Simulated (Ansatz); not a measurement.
C5H7, doublet, at a GFN2-xTB geometry; CAM-B3LYP/cc-pVDZ run with Ansatz (an electronic-structure program).

Here is a job for Ansatz.
Ansatz 0.2 input:
```yaml
crystal:
  periodic: [false, false, false]
  atoms:
    - {symbol: C, position_ang: [-0.00592064, 0.06255727, 0.04919876]}
    - {symbol: C, position_ang: [0.05276925, 0.74146840, 1.29776337]}
    - {symbol: C, position_ang: [-0.04143606, -0.73565075, 1.32173897]}
    - {symbol: C, position_ang: [0.71684363, 0.01914460, -1.25871358]}
    - {symbol: C, position_ang: [-0.78709602, 0.06699964, -1.21998696]}
    - {symbol: H, position_ang: [0.71989492, 1.44391333, 1.74538562]}
    - {symbol: H, position_ang: [-0.98300469, -1.19090749, 1.60534724]}
    - {symbol: H, position_ang: [0.81949464, -1.32985821, 1.61492175]}
    - {symbol: H, position_ang: [1.19255360, -0.91053662, -1.53692256]}
    - {symbol: H, position_ang: [1.25302117, 0.90112219, -1.57731201]}
    - {symbol: H, position_ang: [-1.33584518, -0.82610055, -1.48128458]}
    - {symbol: H, position_ang: [-1.27707539, 0.98525249, -1.51013864]}
basis:
  gaussian:
    orbitals: cc-pVDZ
hamiltonian:
  xc: cam_b3lyp
magnetization: {spin_polarized: true, initial_magnetization: 1}
accuracy: high
```

The log (banner, timings and long lists left out):

```
Functional definition: CAM-B3LYP
2533 factors; integrals over basis functions are off by at most 3.3e-9 eV
475 factors; integrals over basis functions are off by at most 2.2e-9 eV
mean field evaluation 1: about -5287.1445 eV, gradient 2.9e1 eV
mean field evaluation 2: about -5288.5742 eV, gradient 2.5e1 eV
mean field evaluation 4: about -5291.7457 eV, gradient 1.3e0 eV
mean field evaluation 8: about -5291.9860 eV, gradient 7.1e-2 eV
mean field evaluation 16: about -5291.9861 eV, gradient 8.4e-5 eV
mean field -5291.98607118 eV, -194.4769010790 hartree, gradient 4.8e-8 eV, S^2 0.754318; 0 other end points of the search recorded, 0 dependent functions left out
reference -5291.98609272 eV, -194.4769018706 hartree; 19, 18 occupied and 86, 87 virtual orbitals, 2533 factors
Total energy: -5291.98609272 eV, -194.4769018706 hartree
```
